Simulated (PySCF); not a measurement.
Compound: MoO2Me2, C2H6MoO2 (singlet state).
Bonds: Mo1–O2, Mo1–O3, Mo1–C4, Mo1–C8. Hydrogens: H5, H6, H7 on C4; H9, H10, H11 on C8.

Method: PBE0-D3(BJ)/def2-SVP geometry optimisation, gas phase, def2 core potentials past Kr (PySCF 2.14.0); density fitting, grid level 1; the optimiser is geomeTRIC in internal coordinates, started from a GFN2-xTB structure with every atom displaced at random (about 0.03 Å).

The end geometry, which sets the zero of energy:
```
atom  x, y, z in Å
Mo1     0.6380   -0.0089    0.4647
O2      0.6275    0.0056    2.1367
O3      2.2143   -0.0250   -0.0904
C4     -0.2816    1.7429   -0.2289
H5      0.1834    2.6453    0.1981
H6     -1.3459    1.7243    0.0647
H7     -0.1966    1.7878   -1.3278
C8     -0.3068   -1.7578   -0.2003
H9     -0.3682   -1.7204   -1.3024
H10    -1.3204   -1.8184    0.2300
H11     0.2542   -2.6610    0.0864
```

**Question.** These geometries come from the run, each turned onto the end geometry. Order them by energy, lowest first.
A.
```
atom  x, y, z in Å
Mo1     0.6959   -0.0063    0.5062
O2      0.6549    0.0150    2.1868
O3      2.2907   -0.0218   -0.0795
C4     -0.2637    1.6698   -0.2291
H5      0.0775    2.6430    0.1655
H6     -1.3215    1.5587    0.0577
H7     -0.1912    1.6767   -1.3310
C8     -0.3083   -1.6789   -0.2123
H9     -0.3923   -1.6054   -1.3130
H10    -1.3143   -1.6965    0.2368
H11     0.1703   -2.6399    0.0428
```
B.
```
atom  x, y, z in Å
Mo1     0.8621   -0.0755    0.5936
O2      0.5019    0.0005    2.1845
O3      2.1825   -0.0150   -0.2211
C4     -0.1739    1.6738   -0.2138
H5      0.0316    2.6394    0.1098
H6     -1.3532    1.5907    0.0600
H7     -0.1808    1.6912   -1.3050
C8     -0.2301   -1.6520   -0.2068
H9     -0.3664   -1.5554   -1.2333
H10    -1.3083   -1.7159    0.2493
H11     0.1326   -2.6672    0.0137
```
C.
```
atom  x, y, z in Å
Mo1     0.6798   -0.0094    0.4886
O2      0.6714   -0.0087    2.1539
O3      2.2561   -0.0439   -0.0580
C4     -0.2825    1.7265   -0.2341
H5      0.1104    2.6730    0.1711
H6     -1.3487    1.6358    0.0543
H7     -0.1875    1.7442   -1.3331
C8     -0.3098   -1.7281   -0.2028
H9     -0.3771   -1.6599   -1.3040
H10    -1.3216   -1.7497    0.2391
H11     0.2074   -2.6650    0.0559
```
D.
```
atom  x, y, z in Å
Mo1     0.7329   -0.0137    0.5299
O2      0.6305    0.0417    2.2651
O3      2.3395    0.0059   -0.1227
C4     -0.2376    1.6447   -0.2264
H5      0.0460    2.6373    0.1512
H6     -1.3106    1.5335    0.0533
H7     -0.2015    1.6475   -1.3287
C8     -0.3026   -1.6605   -0.2250
H9     -0.4123   -1.5834   -1.3172
H10    -1.3146   -1.6917    0.2272
H11     0.1283   -2.6469    0.0243
```
E.
```
atom  x, y, z in Å
Mo1     0.6684   -0.0055    0.4799
O2      0.6572    0.0011    2.1512
O3      2.2436   -0.0328   -0.0711
C4     -0.2785    1.7205   -0.2299
H5      0.1266    2.6580    0.1803
H6     -1.3427    1.6418    0.0558
H7     -0.1849    1.7432   -1.3287
C8     -0.3098   -1.7291   -0.2020
H9     -0.3772   -1.6654   -1.3025
H10    -1.3218   -1.7583    0.2365
H11     0.2172   -2.6590    0.0615
```

**Answer.** E (0.003 eV), C (0.009 eV), A (0.048 eV), D (0.306 eV), B (2.179 eV).

In the order of the answer:

```
step  E above end (eV)  largest force (eV/Å)  rms force component (eV/Å)  rms distance from end (Å)  rms bond change (Å)  bond most changed (Å)
   4             0.003                  0.14                       0.037                      0.049                0.001          Mo1–C4 -0.004
   3             0.009                  0.54                       0.127                      0.058                0.006          Mo1–C4 +0.016
   2             0.048                  1.41                       0.377                      0.103                0.014          Mo1–C4 -0.030
   1             0.306                  3.17                       0.926                      0.137                0.031          Mo1–O2 +0.067
   0             2.179                 13.23                       3.467                      0.155                0.070          Mo1–O3 -0.119
```

What follows is the cost of the whole optimisation. Time: 66 s wall; peak memory 0.47 GiB. Hardware: Arm Neoverse V1, one thread, no GPU, shared host with 32 logical CPUs at a one-minute load of 34.
